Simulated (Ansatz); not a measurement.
Two isomers of CH7AlO2Si: A = `[CH3][Al]([OH])[SiH2]O`, B = `C[O][Al]([OH])[SiH3]`.

Calculated with Ansatz (gas phase, PBE0-D4/def2-TZVP geometries, no zero-point term in ΔE). CBS: MP2 limit from def2 TZ/QZ plus the TZ coupled-cluster correction, frozen cores. DFT in def2-TZVPP. B3LYP here is the variant with VWN-RPA as its local correlation; programs differ in this. Each species was taken in one conformer, which may not be the lowest.

A:

Z-matrix (Å, degrees):
```
C
Al 1 1.946
H 1 1.094 2 110.7
H 1 1.093 2 112.9 3 121.4
H 1 1.095 2 110.4 3 -118.0
O 2 1.705 1 116.3 3 52.8
Si 2 2.475 1 126.9 3 -127.7
H 6 0.956 2 122.4 1 -176.0
O 7 1.667 2 112.6 1 -171.5
H 7 1.491 2 111.5 1 71.5
H 7 1.499 2 111.8 1 -46.9
H 9 0.958 7 116.6 2 67.9
```

B:

Z-matrix (Å, degrees):
```
C
O 1 1.396
H 1 1.095 2 110.2
H 1 1.098 2 112.6 3 120.6
H 1 1.095 2 110.2 3 -118.9
Al 2 1.686 1 136.1 3 -120.7
Si 6 2.439 2 122.9 1 0.0
O 6 1.691 2 118.8 1 180.0
H 7 1.491 6 111.3 2 -0.5
H 7 1.490 6 111.3 2 119.5
H 7 1.490 6 111.3 2 -120.4
H 8 0.956 6 123.5 2 -0.0
```

(1) Which isomer does CCSD(T)/CBS put lower? Give the gap. (Estimate.)

(2) Give E(B) − E(A) in kcal/mol with B2PLYP, r2SCAN-D4, PBE-D4, ωB97M-V, MP2/def2-TZVPP, B3LYP-D4, CCSD(T)/def2-TZVPP. (An estimate is asked.)

Largest T1 diagnostic: 0.013.

Answers

(1) Computed: A, by 7.2 kcal/mol.

(2) Computed: B2PLYP 5.8, r2SCAN-D4 6.7, PBE-D4 6.7, ωB97M-V 6.9, MP2/def2-TZVPP 7.3, B3LYP-D4 5.3, CCSD(T)/def2-TZVPP 5.8. None reverses the order clearly.

In def2-TZVPP, CCSD(T) changes the Hartree–Fock value by +2.4 kcal/mol (the triples alone add +0.3 kcal/mol) and MP2 by +3.9 kcal/mol.
